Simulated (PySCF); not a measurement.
I₆Y₂, SMILES [I][Y]12([Y]([I])([I])([I]2)[I]1)[I] (connectivity only; charge and spin as stated), neutral, multiplicity 1.

Geometry optimised at B3LYP-D3(BJ)/def2-SVP. The spin state was assumed, not searched. The def2 effective core potentials stand for the cores of I, Y; spin–orbit coupling is left out.

Computed with TDA-PBE/def2-SVP (PySCF).

Vertical excitations. Isolated molecule, no solvent. State labels are in the subgroup D2h.

Question: List the lowest excited states. (Estimate from the structure and the level; the computed values follow.)

Answer: 
```tsv
state	symmetry	energy (eV)	λ (nm)	f	main pairs
S1	B2u	2.73	454	0.002	HOMO→LUMO 100 %
S2	B3g	2.78	447	0.000	HOMO−1→LUMO 100 %
S3	B1g	2.93	424	0.000	HOMO−2→LUMO 100 %
S4	B3u	2.99	414	0.015	HOMO−3→LUMO 100 %
S5	B2g	3.00	413	0.000	HOMO−4→LUMO 100 %
S6	Au	3.06	405	0.000	HOMO−5→LUMO 100 %
T1	B2u	2.72	456	0	HOMO→LUMO 100 %
T2	B3g	2.76	449	0	HOMO−1→LUMO 100 %
```
Triplets are in the Tamm–Dancoff approximation.
